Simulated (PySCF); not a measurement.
The same groups moved round the core (furan mercapto+boryl). All species are isolated molecules in the gas phase. One relaxed conformer stands for each flexible species; it need not be the lowest. Strings in code marks are SMILES. Quantity: electronic energy of isomers of C4H5BOS relative to `Bc1occc1S` (H–B–C–O torsion 0°, C–C–S–H torsion 0°). Level 1: PBE-D3(BJ)/def2-TZVP // PBE0-D3(BJ)/def2-SVP (PySCF). Level 2: ωB97X-D3(BJ)/def2-TZVP // PBE0-D3(BJ)/def2-SVP (PySCF).

```
case                                                      level 1 (kcal/mol)  level 2 (kcal/mol)
--------------------------------------------------------  ------------------  ------------------
`Bc1ccc(S)o1` (H–B–C–O torsion 180°, O–C–S–H torsion 0°)                 0.4                 0.6
`Bc1ccoc1S` (H–B–C–C torsion 0°, O–C–S–H torsion 180°)                   3.7                 2.1
`Bc1cc(S)co1` (H–B–C–O torsion 0°, C–C–S–H torsion 73°)                  3.8                 2.0
`Bc1coc(S)c1` (H–B–C–C torsion 0°, O–C–S–H torsion 71°)                  5.8                 2.9
`Bc1cocc1S` (H–B–C–C torsion 0°, C–C–S–H torsion 0°)                     5.9            withheld
```

**Question.** Fit level 2 = a + b·x to the 4 complete rows by least squares, with x = level 1 in kcal/mol. Give a, b and the rms residual, and predict the withheld value.

**Answer.** Means of the 4 rows: x̄ = 3.425, ȳ = 1.9 kcal/mol. Σ(x − x̄)² = 15.008 and Σ(x − x̄)(y − ȳ) = 6.4, so b = 0.426 and a = ȳ − b·x̄ = 0.44 kcal/mol. The rms residual is 0.05 kcal/mol. At x = 5.9 the line gives 3.0 kcal/mol, outside the range of the fitted rows. The run for `Bc1cocc1S` (H–B–C–C torsion 0°, C–C–S–H torsion 0°) gave 3.5 kcal/mol, so the line is off by 0.5 kcal/mol, more than twice the rms residual.

Codes: PySCF.
